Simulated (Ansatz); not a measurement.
Steps of a relaxation of BH9O3Si3, SMILES `[SiH3]OB(O[SiH3])O[SiH3]` with RKS PBE-D4/def2-SVP.

```sh
$ ansatz run in.yaml --threads 2 --pin off --events-out ev --progress --plain --max-ram 20480MiB --backend cpu
```

```yaml
crystal:
  periodic: [false, false, false]
  atoms:
    - {symbol: Si, position_ang: [1.551300, 0.446800, 1.781100]}
    - {symbol: O, position_ang: [0.070100, 1.141200, 1.061500]}
    - {symbol: B, position_ang: [-0.338700, 0.256000, -0.055900]}
    - {symbol: O, position_ang: [0.038800, 0.660800, -1.433300]}
    - {symbol: Si, position_ang: [1.341800, -0.253200, -1.970200]}
    - {symbol: O, position_ang: [-1.151300, -0.897700, 0.225200]}
    - {symbol: Si, position_ang: [-2.748900, -0.344000, 0.189200]}
    - {symbol: H, position_ang: [1.458800, -0.957700, 1.875100]}
    - {symbol: H, position_ang: [1.668000, 1.066500, 3.162100]}
    - {symbol: H, position_ang: [2.679300, 0.874000, 0.995100]}
    - {symbol: H, position_ang: [1.367300, -0.246900, -3.401100]}
    - {symbol: H, position_ang: [1.291700, -1.635300, -1.474000]}
    - {symbol: H, position_ang: [2.521600, 0.416900, -1.477500]}
    - {symbol: H, position_ang: [-3.710800, -1.459400, 0.465500]}
    - {symbol: H, position_ang: [-3.086500, 0.195700, -1.137700]}
    - {symbol: H, position_ang: [-2.975200, 0.713700, 1.239300]}
basis:
  gaussian: {orbitals: def2-SVP}
hamiltonian: {xc: pbe, dispersion: d4}
relax: {f_tol: 0.03, max_steps: 200}
```

Positions (Å) and forces (eV/Å) along the path, 9 of 33 steps:

```xyz
16
step=1 energy=-30568.8767 eV
Si    1.551    0.447    1.781   -1.977    2.790    0.644
O     0.070    1.141    1.062    0.772   -2.897   -1.740
B    -0.339    0.256   -0.056    0.416    1.553    0.171
O     0.039    0.661   -1.433   -1.241   -1.194    3.133
Si    1.342   -0.253   -1.970   -0.233    0.159    0.088
O    -1.151   -0.898    0.225    1.330    1.950   -0.731
Si   -2.749   -0.344    0.189   -1.114   -0.278    0.644
H     1.459   -0.958    1.875   -0.144   -1.908    0.033
H     1.668    1.067    3.162   -0.052   -0.171   -0.246
H     2.679    0.874    0.995    0.966    0.234   -0.666
H     1.367   -0.247   -3.401   -0.052   -0.028   -1.406
H     1.292   -1.635   -1.474   -0.056   -0.614    0.280
H     2.522    0.417   -1.478    1.110    0.351    0.352
H    -3.711   -1.459    0.466    0.173   -0.193    0.045
H    -3.087    0.196   -1.138   -0.013    0.265   -0.531
H    -2.975    0.714    1.239    0.115   -0.019   -0.069
16
step=2 energy=-30569.6622 eV
Si    1.545    0.492    1.868   -1.296    1.168   -0.333
O     0.122    1.101    1.030    0.787   -1.658   -0.572
B    -0.324    0.284   -0.052    0.366    0.795    0.029
O     0.048    0.625   -1.389   -0.235   -0.746    1.536
Si    1.346   -0.256   -2.034   -0.118    0.136    0.045
O    -1.163   -0.818    0.196    0.323    1.146   -0.293
Si   -2.798   -0.340    0.194   -0.283   -0.302    0.210
H     1.456   -0.972    1.946   -0.023   -0.632    0.066
H     1.607    1.101    3.243   -0.079   -0.013   -0.122
H     2.736    0.883    1.078    0.349    0.083   -0.125
H     1.287   -0.240   -3.512   -0.082    0.059   -0.349
H     1.304   -1.665   -1.536   -0.029   -0.180    0.047
H     2.611    0.369   -1.565    0.305    0.097    0.014
H    -3.665   -1.536    0.485    0.142    0.045   -0.018
H    -3.132    0.230   -1.146   -0.088    0.036   -0.147
H    -3.003    0.720    1.240   -0.039   -0.034    0.010
16
step=5 energy=-30570.2381 eV
Si    1.648    0.530    2.053    0.031   -0.005   -0.064
O     0.341    0.831    1.045    0.075   -0.057    0.275
B    -0.255    0.240   -0.038   -0.115   -0.123   -0.020
O     0.276    0.399   -1.293    0.124   -0.159   -0.229
Si    1.469   -0.320   -2.228    0.010    0.055   -0.005
O    -1.394   -0.517    0.129   -0.025    0.221   -0.038
Si   -3.051   -0.270    0.195    0.028   -0.052   -0.001
H     1.719   -0.948    2.357    0.004    0.098   -0.007
H     1.447    1.307    3.318   -0.002    0.013   -0.001
H     2.936    0.959    1.393   -0.061   -0.028    0.040
H     1.144   -0.087   -3.677    0.002    0.007    0.069
H     1.512   -1.801   -1.940    0.005    0.067   -0.024
H     2.819    0.282   -1.915   -0.075   -0.040   -0.018
H    -3.692   -1.593    0.489    0.010    0.002    0.000
H    -3.553    0.254   -1.126    0.002    0.000    0.037
H    -3.389    0.714    1.283   -0.015    0.001   -0.015
16
step=19 energy=-30570.6323 eV
Si    1.353    0.465    2.071    0.017    0.014    0.038
O    -0.141    0.295    1.282   -0.010   -0.044   -0.102
B    -0.253   -0.053   -0.052   -0.069   -0.058    0.003
O     0.892   -0.318   -0.758    0.077    0.097    0.033
Si    1.698   -0.471   -2.220   -0.061    0.000    0.020
O    -1.495   -0.147   -0.632    0.082    0.029    0.026
Si   -2.984    0.019    0.168   -0.030    0.011    0.006
H     2.086   -0.846    2.109   -0.001    0.014    0.014
H     1.035    0.912    3.470    0.003   -0.014   -0.038
H     2.198    1.504    1.386   -0.012   -0.013    0.026
H     0.890    0.075   -3.367    0.008   -0.013    0.052
H     2.001   -1.924   -2.451   -0.010    0.008   -0.013
H     2.988    0.294   -2.094   -0.050   -0.025   -0.034
H    -3.247   -1.199    1.012    0.007    0.034   -0.014
H    -4.029    0.120   -0.907    0.051   -0.008    0.033
H    -3.014    1.253    1.028   -0.002   -0.032   -0.049
16
step=21 energy=-30570.6835 eV
Si    1.337    0.455    2.203   -0.113    0.031   -0.001
O    -0.116    0.246    1.338    0.063    0.010   -0.013
B    -0.134   -0.058   -0.008    0.134   -0.069    0.034
O     1.077   -0.237   -0.642    0.032   -0.007   -0.437
Si    1.560   -0.464   -2.263   -0.134    0.165    0.267
O    -1.330   -0.184   -0.668   -0.033    0.041    0.044
Si   -2.855    0.014    0.064    0.079    0.000   -0.033
H     2.103   -0.832    2.265    0.041   -0.020   -0.005
H     0.928    0.865    3.584   -0.022   -0.002    0.062
H     2.170    1.546    1.594    0.019   -0.013   -0.018
H     0.523    0.086   -3.217    0.141   -0.038    0.114
H     1.762   -1.930   -2.526    0.001    0.030    0.026
H     2.873    0.270   -2.420   -0.198   -0.110    0.003
H    -3.129   -1.121    1.010    0.005    0.013   -0.005
H    -3.849   -0.007   -1.056   -0.025   -0.022   -0.030
H    -2.944    1.327    0.787    0.011   -0.008   -0.007
16
step=24 energy=-30570.7097 eV
Si    1.334    0.463    2.321    0.026   -0.014   -0.045
O    -0.042    0.250    1.347   -0.037    0.046    0.128
B    -0.053   -0.011    0.001    0.336   -0.133   -0.487
O     1.146   -0.112   -0.688   -0.205    0.047    0.153
Si    1.462   -0.450   -2.319   -0.082    0.006    0.145
O    -1.240   -0.181   -0.675   -0.014    0.062    0.152
Si   -2.786   -0.013    0.010   -0.004   -0.023   -0.048
H     2.146   -0.800    2.360   -0.004    0.004    0.007
H     0.828    0.785    3.695   -0.018   -0.002   -0.010
H     2.175    1.598    1.807   -0.009    0.004    0.011
H     0.449    0.200   -3.217    0.011    0.010   -0.006
H     1.457   -1.937   -2.531   -0.006   -0.009   -0.017
H     2.829    0.094   -2.604    0.017    0.003   -0.007
H    -3.024   -1.075    1.045   -0.004   -0.001    0.010
H    -3.752   -0.183   -1.124   -0.007   -0.005    0.007
H    -2.953    1.350    0.617    0.001    0.006    0.007
16
step=28 energy=-30570.7212 eV
Si    1.334    0.485    2.350    0.003    0.009    0.001
O    -0.013    0.273    1.342   -0.026    0.007   -0.024
B    -0.008    0.011   -0.009   -0.008   -0.028    0.018
O     1.185   -0.075   -0.689    0.017    0.001   -0.029
Si    1.419   -0.441   -2.329    0.013   -0.053   -0.086
O    -1.198   -0.172   -0.675    0.012    0.011   -0.006
Si   -2.754   -0.050   -0.007    0.000   -0.002    0.001
H     2.177   -0.758    2.369    0.007    0.009   -0.001
H     0.782    0.744    3.720    0.008    0.000   -0.003
H     2.153    1.663    1.900    0.002   -0.012    0.005
H     0.526    0.399   -3.208    0.069   -0.050    0.067
H     1.152   -1.908   -2.576    0.018    0.141    0.025
H     2.863   -0.134   -2.623   -0.113   -0.029    0.031
H    -2.951   -1.076    1.073   -0.001    0.002   -0.003
H    -3.705   -0.312   -1.137    0.003    0.001    0.008
H    -2.984    1.329    0.543   -0.003   -0.008   -0.002
16
step=31 energy=-30570.7261 eV
Si    1.336    0.515    2.338    0.009   -0.006   -0.015
O    -0.021    0.282    1.345   -0.002   -0.008    0.005
B    -0.009   -0.001   -0.001   -0.016    0.011    0.021
O     1.188   -0.100   -0.671    0.019    0.003    0.001
Si    1.413   -0.436   -2.317    0.019   -0.005   -0.103
O    -1.194   -0.183   -0.675   -0.003   -0.002   -0.007
Si   -2.752   -0.082   -0.008    0.001   -0.003   -0.002
H     2.200   -0.715    2.348   -0.005   -0.002    0.008
H     0.798    0.771    3.714    0.003    0.002   -0.003
H     2.137    1.697    1.873   -0.006    0.008    0.006
H     0.668    0.556   -3.174    0.042   -0.061    0.054
H     0.960   -1.838   -2.637    0.025    0.084    0.019
H     2.892   -0.308   -2.565   -0.089   -0.020    0.017
H    -2.939   -1.120    1.062    0.000    0.002    0.000
H    -3.699   -0.347   -1.140    0.000    0.000    0.000
H    -3.001    1.289    0.552    0.001   -0.003   -0.001
16
step=33 energy=-30570.7276 eV
Si    1.339    0.525    2.338    0.004   -0.012   -0.012
O    -0.019    0.274    1.351    0.004    0.000   -0.005
B    -0.006   -0.004    0.003   -0.009    0.005    0.017
O     1.192   -0.101   -0.667    0.008    0.009    0.011
Si    1.408   -0.429   -2.317    0.000   -0.022   -0.020
O    -1.190   -0.185   -0.673    0.002   -0.003   -0.006
Si   -2.751   -0.098   -0.011   -0.003    0.001   -0.006
H     2.212   -0.697    2.356    0.000   -0.004    0.004
H     0.803    0.786    3.714    0.002    0.008   -0.004
H     2.129    1.711    1.860   -0.008    0.005    0.009
H     0.735    0.617   -3.159    0.007   -0.001    0.004
H     0.872   -1.790   -2.660   -0.002    0.008    0.002
H     2.889   -0.398   -2.551   -0.008    0.008    0.001
H    -2.932   -1.139    1.057    0.001    0.003    0.003
H    -3.692   -0.367   -1.146    0.000    0.000   -0.001
H    -3.011    1.271    0.550    0.001   -0.004    0.004
```

Hardware: 2 threads of an AMD EPYC 7R13 on a shared host. Wall time 2.8 min, peak host memory 0.26 GiB.
